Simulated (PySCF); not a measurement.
From a computed spectrum to the compound

A species of 8 atoms with charge 0 has these harmonic modes (PBE0, small Gaussian bases with core potentials, PySCF 2.14.0):

| cm⁻¹ | km/mol | symmetry |
| --- | --- | --- |
| 72 | 27.9 | a1 |
| 74 | 6.4 | e |
| 74 | 6.4 | e |
| 74 | 0.0 | a2 |
| 80 | 3.9 | e |
| 80 | 3.9 | e |
| 324 | 3.5 | a1 |
| 342 | 67.3 | e |
| 342 | 67.3 | e |
| 346 | 2.7 | a1 |
| 581 | 47.2 | e |
| 581 | 47.2 | e |
| 1232 | 176.9 | a1 |
| 1618 | 28.8 | e |
| 1618 | 28.8 | e |
| 3485 | 40.1 | a1 |
| 3604 | 58.5 | e |
| 3604 | 58.5 | e |

Task: Which species is it, and in which structure?

Result: LuCl3(NH3) (singlet):
```xyz
8

Lu    0.0229   -0.0229    0.0229
Cl    1.1604    1.7657    1.1604
Cl   -1.7657   -1.1604    1.1604
Cl    1.1604   -1.1604   -1.7657
N    -1.3362    1.3362   -1.3362
H    -1.9451    1.9451   -0.7847
H    -0.7847    1.9451   -1.9451
H    -1.9451    0.7847   -1.9451
```
Ideal gas at 298.15 K and 1 bar: S = 420.8 J/(mol K), Cp = 119.5 J/(mol K), H − H(0 K) = 27.1 kJ/mol (rigid rotor, harmonic modes, spin degeneracy alone). 
 Other answers can fit too; this one was computed.
